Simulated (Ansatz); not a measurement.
`BB` + `BNCC` → `BN(B)CC` + BH₃ at 500 K and 1 bar (cleavage of the B–B bond).

Calculated with Ansatz (gas phase, PBE0-D4/def2-TZVP geometries, no zero-point term in ΔE). CCSD(T)/CBS is the MP2 limit (def2-TZVPP, def2-QZVPP) plus CCSD(T) − MP2 in def2-TZVPP, frozen cores. This one scheme is used for every species. One conformer a species, not always the lowest.

```csv
species,CCSD(T)/CBS energy (Eh),H − E (kJ/mol),S (J/(mol·K))
`BB`,-51.92346,127.2,266.7
`BNCC`,-160.44809,315.3,355.2
`BN(B)CC`,-185.85795,353.6,396.8
BH₃,-26.55200,86.8,208.8
```

H − E and S are ideal-gas, rigid-rotor, harmonic terms from PBE0-D4/def2-TZVP, for one conformer and one mirror image of each species. 1 Eh = 2625.50 kJ/mol, R = 8.31446 J/(mol·K).

**Question.** By hand: ΔE, ΔH, ΔS and ΔG.

**Answer.** ΔE = (-185.85795) + (-26.55200) − (-51.92346) − (-160.44809) = -0.03840 Eh = -100.8 kJ/mol. Δ(H − E) = 353.6 + 86.8 − 127.2 − 315.3 = -2.1, so ΔH = -102.9 kJ/mol. ΔS = 396.8 + 208.8 − 266.7 − 355.2 = -16.3 J/(mol·K). ΔG = -102.9 − 500 × (-16.3)/1000 = -94.8 kJ/mol.

**Question.** By hand: the equilibrium constant, and the temperature at which ΔG would vanish if ΔH and ΔS stayed fixed.

**Answer.** log₁₀ K = −ΔG/(RT ln 10) = 9.9. ΔG = 0 at ΔH/ΔS = 6313 K, far beyond where these terms or the molecules hold.

ΔH outweighs TΔS. A doubt of 5 kJ/mol in ΔE shifts log₁₀ K by 0.5 here. Other conformers and mirror images would add mixing entropy, several J/(mol·K) or more a flexible species. Modes under 60 cm⁻¹, often nearly free rotors, make the harmonic entropy too high. These are equilibria of isolated gas molecules and say nothing of rates. Largest T1 diagnostic: 0.012 (customary marks: 0.02 for closed shells, 0.045 for open ones).
